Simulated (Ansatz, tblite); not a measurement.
Forces on the cluster Cu₃H₃ at its PBE-D4/def2-SVP geometry. Charge 0, multiplicity 1.

The xTB rows come from tblite. The structure comes from a short search, and lower isomers may exist.

GFN1-xTB (tblite), largest force 0.62 eV/Å:

```xyz
6
positions Å, forces eV/Å
Cu    1.331    0.157   -0.015    0.612    0.072   -0.007
Cu   -0.644   -0.373   -1.115   -0.296   -0.172   -0.513
Cu   -0.687    0.216    1.131   -0.316    0.099    0.520
H     0.969   -0.305   -1.594   -0.302    0.095    0.497
H    -1.878   -0.221    0.022    0.585    0.069   -0.007
H     0.908    0.526    1.573   -0.283   -0.164   -0.490
```

GFN2-xTB (tblite), largest force 0.34 eV/Å:

```
Cu 0.333 0.039 -0.004
Cu -0.161 -0.093 -0.279
Cu -0.172 0.054 0.283
H 0.106 -0.033 -0.174
H -0.205 -0.024 0.002
H 0.099 0.058 0.172
```

r2SCAN-D4/def2-TZVP (Ansatz), largest force 0.18 eV/Å:

```
Cu 0.148 0.018 -0.002
Cu -0.072 -0.042 -0.124
Cu -0.077 0.024 0.126
H -0.090 0.028 0.148
H 0.174 0.021 -0.002
H -0.084 -0.049 -0.146
```
